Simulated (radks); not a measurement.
Tb+, configuration [Xe] 4f9 6s1.

Method: non-relativistic Kohn-Sham, TPSS, spin-polarised, spherical densities, point nucleus; open shells are filled with parallel spins first (spin-orbit coupling, left out, can overturn this in heavy ions); meta-GGA in the generalised Kohn-Sham scheme; relativity is left out, which matters for an element this heavy; computed with a radial shooting solver on a logarithmic mesh with Libxc functionals.

Energy parts (eV):
total: -305571.77
kinetic: 305482.00
electron-nucleus: -725378.90
Hartree: 121013.17
exchange-correlation: -6688.05

Orbitals (lengths in bohr, moments of r in powers of bohr; r(90%) holds 90 % of the orbital's charge):
| orbital | occ. | eigenvalue (eV) | <r^4> | <1/r> | r(90%) | <r^2> |
|---|---|---|---|---|---|---|
| 1s up | 1 | -48666.20 | 1.335e-06 | 64.47 | 0.0415 | 0.0007274 |
| 1s down | 1 | -48666.19 | 1.335e-06 | 64.47 | 0.0415 | 0.0007274 |
| 2s up | 1 | -7775.021 | 0.0002246 | 15.00 | 0.152 | 0.01155 |
| 2s down | 1 | -7774.993 | 0.0002246 | 15.00 | 0.152 | 0.01155 |
| 2p up | 3 | -7400.402 | 0.0001432 | 15.02 | 0.136 | 0.008588 |
| 2p down | 3 | -7400.380 | 0.0001431 | 15.02 | 0.136 | 0.008587 |
| 3s up | 1 | -1721.388 | 0.008297 | 5.673 | 0.373 | 0.07446 |
| 3s down | 1 | -1719.403 | 0.008273 | 5.678 | 0.373 | 0.07435 |
| 3p up | 3 | -1554.006 | 0.007588 | 5.609 | 0.366 | 0.06968 |
| 3p down | 3 | -1552.132 | 0.007563 | 5.614 | 0.366 | 0.06957 |
| 3d up | 5 | -1243.289 | 0.005458 | 5.509 | 0.338 | 0.05557 |
| 3d down | 5 | -1241.824 | 0.005433 | 5.513 | 0.338 | 0.05545 |
| 4s up | 1 | -340.2891 | 0.2047 | 2.415 | 0.828 | 0.3753 |
| 4s down | 1 | -336.0101 | 0.2050 | 2.413 | 0.828 | 0.3756 |
| 4p up | 3 | -274.4088 | 0.2347 | 2.319 | 0.858 | 0.3962 |
| 4p down | 3 | -270.0654 | 0.2354 | 2.318 | 0.858 | 0.3966 |
| 4d up | 5 | -157.1169 | 0.3342 | 2.112 | 0.938 | 0.4528 |
| 4d down | 5 | -152.6767 | 0.3380 | 2.109 | 0.940 | 0.4545 |
| 5s up | 1 | -48.3733 | 7.667 | 0.9207 | 2.05 | 2.267 |
| 5s down | 1 | -46.4581 | 8.069 | 0.9055 | 2.08 | 2.325 |
| 5p up | 3 | -30.9814 | 13.44 | 0.8085 | 2.36 | 2.924 |
| 5p down | 3 | -29.4450 | 14.22 | 0.7933 | 2.39 | 3.011 |
| 4f up | 7 | -14.2494 | 2.620 | 1.576 | 1.45 | 0.9335 |
| 4f down | 2 | -10.2029 | 3.836 | 1.535 | 1.55 | 1.063 |
| 6s up | 1 | -8.4030 | 474.1 | 0.3107 | 5.76 | 17.89 |
| 6s down | 0 | -7.3794 | 459.5 | 0.3132 | 5.70 | 17.62 |

The highest occupied level is 6s up at -8.403 eV. The electron density at the nucleus is 1.957e+05 e/bohr^3. Summed over all electrons, <r^2> = 57.82 bohr^2, which gives a Langevin (diamagnetic) susceptibility term of -45.8 x 10^-6 cm^3/mol. For comparison, the ionisation energy in NIST's Atomic Spectra Database is 11.51 eV (semi-empirical). In exact Kohn-Sham theory the highest level is minus the ionisation energy, but local and semilocal functionals leave it too shallow, through self-interaction and a potential that decays too fast; potentials with the right tail come closer. The density falls to 0.001 e/bohr^3 at r = 4.55 bohr. The spin density at the nucleus is 7.706 e/bohr^3 (1s 0.031, 2s -0.177, 3s -3.838, 4s 0.959, 5s 3.284, 6s 7.447). Spin moment in Bohr magnetons: 6. Virial ratio -V/T = 2.00029.
